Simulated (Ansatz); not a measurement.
CH6BFGeS, SMILES `FB(S)[CH2][GeH3]`, relaxed with RKS PBE0-D4/def2-TZVP in the Gaussian-basis code of Ansatz from a PBE-D4/def2-SVP geometry. The force threshold is 0.005 eV/Å; the program also tests the step.

Total charge 0; spin multiplicity 1.

Start:

```xyz
11

F    -0.796    1.213    1.709
B     0.181    0.468    1.157
S     1.898    1.064    1.276
C    -0.162   -0.839    0.380
Ge   -0.506   -0.393   -1.530
H     1.599    2.213    1.944
H    -1.086   -1.311    0.770
H     0.658   -1.584    0.380
H    -1.508    0.787   -1.622
H     0.826    0.011   -2.212
H    -1.104   -1.630   -2.251
```

Question: How much energy does the relaxation release, and in how many steps? (An estimate is asked.)

Answer: Computed: 0.03 eV, in 13 steps, 1 of them rejected.

Question: Which bonds change most? (Estimate.)

Answer: Ansatz gave: S3–H6 from 1.363 to 1.343 Å; C4–H8 from 1.108 to 1.091 Å; C4–H7 from 1.109 to 1.093 Å; C4–Ge5 from 1.990 to 1.975 Å.

Question: Give the relaxed structure. (Best estimate.)

Answer: Computed: 
```xyz
11

F    -0.771    1.272    1.609
B     0.197    0.485    1.136
S     1.918    0.994    1.367
C    -0.162   -0.807    0.367
Ge   -0.527   -0.398   -1.531
H     1.645    2.153    1.989
H    -1.074   -1.259    0.764
H     0.639   -1.548    0.374
H    -1.609    0.688   -1.635
H     0.761    0.095   -2.208
H    -1.018   -1.675   -2.232
```
